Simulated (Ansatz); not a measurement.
CH4GaNSi (`N#C[SiH2][GaH2]`) at its PBE0-D4/def2-TZVP geometry, where that method's forces vanish. Total charge 0; spin multiplicity 1.

| atom | x (Å) | y (Å) | z (Å) |
| --- | --- | --- | --- |
| N1 | -2.4325 | -1.7457 | -0.0899 |
| C2 | -1.5076 | -1.1367 | -0.4095 |
| Si3 | -0.0118 | -0.1353 | -0.8395 |
| Ga4 | 0.9533 | 0.8526 | 1.1503 |
| H5 | -0.4714 | 0.8828 | -1.8195 |
| H6 | 0.9197 | -1.0680 | -1.5257 |
| H7 | 2.2354 | 1.7394 | 0.9764 |
| H8 | 0.3149 | 0.6108 | 2.5574 |

**Question.** For each bond, give half the difference of the two atoms' forces along it (eV/Å; positive pushes the atoms apart) under PBE-D4, r2SCAN-D4, B3LYP-D4, ωB97M-V in def2-TZVPP. (An estimate is asked.)

**Answer.** Computed: 
```json
{"bond": "N1–C2", "length (Å)": "1.153", "PBE-D4": "1.54", "r2SCAN-D4": "0.59", "B3LYP-D4": "0.03", "ωB97M-V": "-0.34"}
{"bond": "C2–Si3", "length (Å)": "1.851", "PBE-D4": "-0.78", "r2SCAN-D4": "-0.34", "B3LYP-D4": "0.03", "ωB97M-V": "0.35"}
{"bond": "Si3–Ga4", "length (Å)": "2.422", "PBE-D4": "-0.06", "r2SCAN-D4": "0.00", "B3LYP-D4": "0.10", "ωB97M-V": "-0.02"}
{"bond": "Si3–H5", "length (Å)": "1.486", "PBE-D4": "0.12", "r2SCAN-D4": "0.01", "B3LYP-D4": "-0.09", "ωB97M-V": "-0.15"}
{"bond": "Si3–H6", "length (Å)": "1.486", "PBE-D4": "0.12", "r2SCAN-D4": "0.01", "B3LYP-D4": "-0.10", "ωB97M-V": "-0.15"}
{"bond": "Ga4–H7", "length (Å)": "1.569", "PBE-D4": "0.05", "r2SCAN-D4": "-0.07", "B3LYP-D4": "-0.02", "ωB97M-V": "-0.07"}
{"bond": "Ga4–H8", "length (Å)": "1.564", "PBE-D4": "0.06", "r2SCAN-D4": "-0.06", "B3LYP-D4": "-0.02", "ωB97M-V": "-0.07"}
```

B3LYP here is the variant with VWN-RPA as its local correlation; programs differ in this.
